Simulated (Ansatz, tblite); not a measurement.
Cost and result up the ladder for B(phosphinine)H3 (C₅H₈BP) (15 atoms). Charge 0, multiplicity 1. Geometry: PBE0-D4/def2-SVP.

```xyz
15

B     0.867    2.564    0.614
P     0.290    0.795    0.170
C     0.827   -0.681    0.853
C     0.296   -1.911    0.475
C    -0.710   -2.063   -0.482
C    -1.283   -0.986   -1.160
C    -0.921    0.342   -0.955
H     1.618   -0.635    1.606
H     0.693   -2.811    0.954
H    -1.063   -3.071   -0.711
H    -2.063   -1.197   -1.898
H    -1.409    1.137   -1.526
H     0.735    3.188   -0.426
H     2.018    2.411    0.987
H     0.104    2.919    1.500
```

Ansatz on 4 threads of Intel Xeon on a shared host; xTB runs through tblite on one thread. Times are rough, summed over both states, and most runs start from the orbitals of an earlier one. PBE0-D4/def2-TZVP serves as the yardstick here, not as an exact answer. Differences are given only for rows in sets of like size (and for xTB, whose basis is part of the method), since another set adds its own error. The other state is a doublet.

The xTB rows come from tblite. Correlated methods freeze 11 core orbitals. The rows differ in basis, and correlated rows in double-zeta sets carry the largest basis error. In CCSD on the charge 1 doublet the largest single amplitude is 0.15, so its Hartree–Fock determinant may place the open shell otherwise than the density functionals do.

Run but left out: HF/def2-SVP (singlet: restricted singlet, unstable towards broken spin symmetry); MP2/def2-SVP (charge +1 doublet: ⟨S²⟩ 1.00, where a pure state has 0.75).

Correlated methods converge slowly with the basis, most of all in double-zeta sets.

Raw xTB energies of ions are shifted by several eV.

```csv
level,functions,wall time,vertical IE (eV),difference from PBE0-D4/def2-TZVP (eV),remarks
GFN2-xTB,41,0.058 s,12.88,3.77,–
GFN1-xTB,49,0.082 s,14.09,4.97,–
revPBE-D4/def2-TZVP,271,21 s,8.97,-0.15,–
PBE-D4/def2-TZVP (with forces),271,22 s,8.94,-0.17,–
PBE0-D4/def2-TZVP,271,37 s,9.11,0.00,–
CCSD(T)/def2-SVP,142,3.1 min,9.26,–,"restricted SCF unstable (singlet), spin-contaminated (⟨S²⟩ 1.00) (+1 doublet)"
```
